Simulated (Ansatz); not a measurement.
CH$_{7}$B$_{2}$In (`BB[CH2][InH2]`) from Hartree–Fock to CCSD(T)

Z-matrix (Å, degrees):
```
In
B 1 2.501
B 1 2.892 2 34.9
C 1 2.300 2 35.9 3 -136.9
H 1 1.713 2 105.7 3 95.2
H 1 1.718 2 121.8 3 -60.9
H 2 1.213 1 112.2 3 -110.6
H 3 1.220 1 65.8 2 163.1
H 3 1.197 1 168.9 2 -114.1
H 4 1.089 1 95.7 2 121.8
H 4 1.088 1 114.9 2 -119.6
```

Charge 0, multiplicity 1. Correlated methods include outer-core shells of In, which these sets cover unevenly. In: def2 effective core potential. All single points use the PBE0-D4/def2-TZVP geometry. It is one conformer, not always the lowest. Frozen core, restricted reference, Ansatz.

```tsv
basis	HF (Eh)	MP2 corr.	CCSD corr.	(T)	CCSD(T) total
def2-SVP	-280.36738	-0.41113	-0.46951	-0.01560	-280.85249
def2-TZVPP	-280.47505	-0.68288	-0.72366	-0.02630	-281.22501
def2-QZVPP	-280.48095	-0.89474	–	–	–
```
